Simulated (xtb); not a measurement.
ZnI, SMILES [Zn+][I], charge +1. All values are semi-empirical tight-binding results from xtb (GFN2-xTB unless named), good for trends rather than for accurate numbers. Geometry optimised at GFN2-xTB. The spin state was assumed, not searched.

Optimised geometry:

```xyz
2

Zn     0.0000     0.0000    -1.5204
I      0.0000     0.0000     0.8606
```
Charge +1, spin multiplicity 1.

For metal compounds this method's bond lengths and energies can be far off.

| Property | Value |
|---|---|
| point group as xtb finds it | C∞v |
| orbital gap | 1.75 eV |

Computed atomic charges and the Wiberg bond orders between heavy atoms:
charges (e) Zn1 0.51, I2 0.49. Bond orders Zn1–I2 1.51.
